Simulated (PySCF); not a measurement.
Compound: C5H4F2O2.
SMILES with atom numbers: `[F:1][CH2:2][C:3]1=[C:4]([F:5])[O:6][CH:7]=[CH:8][O:9]1` (hydrogens: H10, H11 on C2; H12 on C7; H13 on C8)

Computed geometry: GFN2-xTB, gas phase.

Question: List the bond lengths, angles and torsions at this level.

Answer: 
```csv
bond,length (Å),order
F1–C2,1.377,single
C2–C3,1.496,single
C3=C4,1.329,double
C4–F5,1.331,single
C4–O6,1.363,single
O6–C7,1.397,single
C7=C8,1.320,double
C8–O9,1.377,single
C3–O9,1.400,single
"C2–H10, C2–H11",1.093,single
C7–H12,1.074,single
C8–H13,1.075,single
```

Bonds in one row agree within 0.01 Å and their mean is given. Orders are formal, as drawn. A selection of angles:
```csv
angle,degrees
F1–C2–C3,110.8
C2–C3–C4,124.8
C2–C3–O9,114.5
C4–C3–O9,120.6
C3–C4–F5,122.1
C3–C4–O6,126.4
F5–C4–O6,111.5
C4–O6–C7,111.1
O6–C7–C8,123.0
C7–C8–O9,124.0
C3–O9–C8,112.8
```

Torsions: F1–C2–C3–C4 88° (synclinal); C2–C3–C4–F5 3° (synperiplanar); C3–C4–O6–C7 12° (synperiplanar); C4–O6–C7–C8 -12° (synperiplanar); O6–C7–C8–O9 0° (synperiplanar); C7–C8–O9–C3 11° (synperiplanar); C2–C3–O9–C8 166° (antiperiplanar). The mirror-image conformer, all signs reversed, is as good.

The C–O distances run from 1.363 Å (C4–O6, drawn single) to 1.400 Å (C3–O9, drawn single), a spread of 0.037 Å. The 6-membered ring C3–C4–O6–C7–C8–O9 has internal angles of 111.1° to 126.4° (sum 718°, against 720° for a flat polygon); it is slightly puckered (a soft mode that the optimisation may not have finished), 0.06 Å rms from its mean plane, widest ring torsion 12°. The 3 C–C bonds span 1.320 Å (C7=C8, drawn double) to 1.496 Å (C2–C3, drawn single), a spread of 0.176 Å. Of the pairs four or more bonds apart, F5···H10 is among the closest relative to their van der Waals radii: 2.61 Å, 98 % of the sum of Bondi's values. The C–F distances run from 1.331 Å (C4–F5, drawn single) to 1.377 Å (F1–C2, drawn single), a spread of 0.046 Å.

Point group: C1 (no symmetry element, even within 0.4 Å). No GFN2-xTB frequencies stand behind this structure, so it isn't proved a minimum. One conformer, not necessarily the lowest.
